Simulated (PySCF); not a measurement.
## Indirect couplings

Bonds (- single, = double, # triple, : aromatic): F1-C2 1.374 Å, C2-C3 1.513 Å, C3-C4 1.540 Å, C4-C5 1.543 Å, C5-C6 1.521 Å, C6-F7 1.344 Å, C6-F8 1.363 Å, C6-C2 1.527 Å. C2 carries H9; C3 carries H10, H11; C4 carries H12, H13; C5 carries H14, H15. Stereochemistry as in F[C@@H]1CCCC1(F)F. H11, H13, H15 are cis to F1 on the ring; H10, H12, H14 are trans to F1 on the ring.

Indirect spin–spin couplings were computed at B3LYP/pcJ-1 (spin–dipole term only in couplings to heteroatoms) (PySCF) on a PBE0-D3(BJ)/def2-SVP structure, for the isolated molecule, without vibrational or relativistic corrections. Couplings are averaged over pairs made equivalent by symmetry, fast rotation or ring inversion, so a value needn't be that of the named pair in this geometry, while other rotamers aren't included; one pair stands for each set, and the list holds a selection of those of at least 1.5 Hz over up to four bonds. One-bond C–F couplings come out tens of Hz too large with common functionals.

Isotopes: ¹³C, ¹⁹F, ¹H.

```csv
pair,bonds,J (Hz)
"F1, C2",1,-236.3
"C2, C3",1,?
"C2, C6",1,52.4
"C2, H9",1,167.6
"C3, H10",1,133.2
"C3, H11",1,143.2
"C4, C5",1,?
"C4, H12",1,?
"C4, H13",1,138.3
"C5, C6",1,47.4
"C5, H14",1,139.9
"C5, H15",1,?
"C6, F7",1,?
"C6, F8",1,-293.6
"C2, F7",2,22.4
"C3, H13",2,?
"C5, F8",2,25.6
"C6, H15",2,-4.3
"C3, F7",3,2.4
"C3, H14",3,1.8
"C6, H11",3,8.8
"C6, H12",3,3.9
"F8, H14",3,?
"H10, H13",3,13.3
"F7, H10",4,?
"F7, H12",4,1.8
```

Question: Estimate the withheld couplings, with signs.

Answer: 
- ¹J(C2,C3) = 39.0 Hz (bond length 1.513 Å)
- ¹J(C4,C5) = 35.2 Hz (bond length 1.543 Å)
- ¹J(C4,H12) = 140.4 Hz (bond length 1.098 Å, sp3 carbon)
- ¹J(C5,H15) = 138.3 Hz (bond length 1.098 Å, sp3 carbon)
- ¹J(C6,F7) = -322.4 Hz (bond length 1.344 Å)
- ²J(C3,H13) = -4.1 Hz (angle at C4 110°)
- ³J(F8,H14) = 26.8 Hz (dihedral angle 30°)
- ⁴J(F7,H10) = -2.2 Hz
